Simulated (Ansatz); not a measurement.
Ansatz (a quantum-chemistry and plane-wave program) input (MP2/def2-TZVP):

Ansatz 0.2 input:
```yaml
crystal:
  periodic: [false, false, false]
  atoms:
    - {symbol: Hg, position_ang: [-0.00000000, -0.00000000, -1.03539580]}
    - {symbol: I, position_ang: [0.00000000, 0.00000000, 1.56286159]}
basis:
  gaussian:
    orbitals: def2-TZVP
total_charge: 1
magnetization: {spin_polarized: false}
correlation: {method: mp2, electrons: outside_noble_gas}
relax: {f_tol: 0.003, max_steps: 100}
```

End of the output:

```
integrals: 0.05 GiB planned
898 factors; integrals over basis functions are off by at most 3.2e-4 eV
mean field: 0.23 GiB planned
mean field evaluation 64: about -12213.0956 eV, gradient 3.0e1 eV
mean field -12215.82037002 eV, -448.9231184179 hartree, gradient 6.5e-6 eV, S^2 0.000000; 1 other end points of the search recorded, 0 dependent functions left out
13 core orbitals not correlated
reference -12215.82037002 eV, -448.9231184179 hartree; 9, 9 occupied and 71, 71 virtual orbitals, 898 factors
densities: 0.19 GiB planned
second order -11.87574382 eV of doubles, -0.00000000 eV of singles
the calculation of the forces begins
Total energy: -12227.69611384 eV, -449.3595439535 hartree
Atom 0 at    -0.000000    -0.000000    -1.010497 Å, force     0.000000     0.000000     0.002032 eV/Å
Atom 1 at     0.000000     0.000000     1.537963 Å, force    -0.000000    -0.000000    -0.002032 eV/Å
Dipole moment:    -0.000000     0.000000    -0.464706 e Å
Checks for a lower state left out: cluster_reference
```
